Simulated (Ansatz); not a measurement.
A search over several starts for the lowest SCF solution of the cluster Cd2S2 at the given spin, in a small basis.

```yaml
crystal:
  periodic: [false, false, false]
  atoms:
    - {symbol: Cd, position_ang: [0.564962, 1.881585, -1.211527]}
    - {symbol: Cd, position_ang: [-0.566416, -1.881448, 1.211217]}
    - {symbol: S, position_ang: [0.152406, 0.589140, 0.986085]}
    - {symbol: S, position_ang: [-0.150952, -0.589277, -0.985764]}
basis:
  gaussian: {orbitals: def2-SVP, initial_orbitals: start.molden}
hamiltonian: {xc: pbe0, dispersion: d4}
output: {orbitals: {seedname: orbitals}}
```

The file start.molden holds the orbitals of an earlier run on this structure, at another level or in another basis.

```sh
$ ansatz run in.yaml --threads 2 --pin off --events-out ev --progress --plain --max-ram 4352MiB
```

It prints (some lines left out):

```
Functional definition: PBE0
974 factors; integrals over basis functions are off by at most 6.3e-4 eV
mean field evaluation 1: about -30784.1486 eV, gradient 4.4e0 eV
mean field evaluation 2: about -30784.1964 eV, gradient 5.0e-2 eV
mean field evaluation 4: about -30784.3406 eV, gradient 1.7e-3 eV
mean field evaluation 8: about -30782.8106 eV, gradient 2.1e1 eV
mean field evaluation 16: about -30784.3404 eV, gradient 2.2e-1 eV
mean field -30784.34056293 eV, -1131.3036493121 hartree, gradient 2.6e-5 eV, S^2 0.000000; 1 other end points of the search recorded, 0 dependent functions left out
reference -30784.34059248 eV, -1131.3036503983 hartree; 36, 36 occupied and 62, 62 virtual orbitals, 974 factors
Total energy: -30784.51689909 eV, -1131.3101295466 hartree
```

Run time 3.6 s (2 threads of Arm Neoverse V1 on a shared host).

In the def2 sets Cd takes a core potential; there is no spin–orbit coupling. At PBE0-D4/def2-TZVP a triplet of charge 0 lies 0.07 eV below the restricted singlet, each at its own geometry. The structure comes from a short search, and lower isomers may exist.
